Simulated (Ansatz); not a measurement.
Mulliken charges of BClFH$_{2}$NZn, SMILES `[NH2][Zn][B](F)Cl` from PBE/def2-TZVPP in Ansatz (PBE0-D4/def2-TZVP geometry).

| atom | x (Å) | y (Å) | z (Å) | charge (e) |
| --- | --- | --- | --- | --- |
| N1 | -1.427 | 1.317 | 0.438 | -0.401 |
| Zn2 | -0.156 | 0.116 | -0.033 | -0.038 |
| B3 | 1.236 | -1.310 | -0.507 | 0.484 |
| F4 | 1.425 | -1.778 | -1.726 | -0.181 |
| Cl5 | 2.294 | -1.994 | 0.734 | -0.140 |
| H6 | -1.433 | 1.785 | 1.330 | 0.138 |
| H7 | -1.940 | 1.864 | -0.235 | 0.138 |

Question: By hand: the dipole of these point charges (1 e Å = 4.8032 D).

Answer: Σ q r = (0.132, -0.062, -0.059) e Å, of length 0.157 e Å = 0.75 D.

Question: How does the dipole of the full density compare? (Best estimate.)

Answer: Ansatz gave: (-0.155, 0.280, 0.039) e Å, 1.55 D; the point charges give 0.48 times that, at 142° from its direction, so they point the opposite way.

Point charges leave out the atoms' own dipoles, such as those of lone pairs, and Mulliken's split depends on the basis, so the two needn't agree.
